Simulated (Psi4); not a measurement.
Exact exchange and the dipole moment of HBr (hydrogen bromide)

HBr: 2 atoms, total charge 0, spin state singlet. SMILES: `Br`. The shape is that of a PBE0-D4/def2-TZVP optimisation.

The dipole moment y, in D, basis cc-pVTZ; a is the functional's share of exact exchange. Programs: Psi4 1.11.

| functional | program | a | y (D) |
| --- | --- | --- | --- |
| PBE | Psi4 | 0 | 0.91 |
| BLYP | Psi4 | 0 | 0.88 |
| TPSSh | Psi4 | 0.1 | 0.93 |
| B3LYP | Psi4 | 0.2 | ? |
| PBE0 | Psi4 | 0.25 | 0.96 |
| BHLYP | Psi4 | 0.5 | 0.97 |

Fit y = c + s·a to the known rows and predict B3LYP.


1. Means of the 5 rows: a = 0.1700, y = 0.930.
2. Σ(Δa)² = 0.178, Σ(Δa·Δy) = 0.0275, so the slope is 0.0275/0.178 = 0.15449.
3. Intercept: 0.930 − (0.15449) × 0.1700 = 0.904. The largest residual of the fit is 0.024.
4. B3LYP: 0.904 + (0.15449) × 0.2 = 0.93 D.

The run gave 0.92 D, so the prediction is off by +0.01 D, within the largest residual. More exact exchange makes the molecule more polar here. The measured value is 0.83 D (NIST CCCBDB).
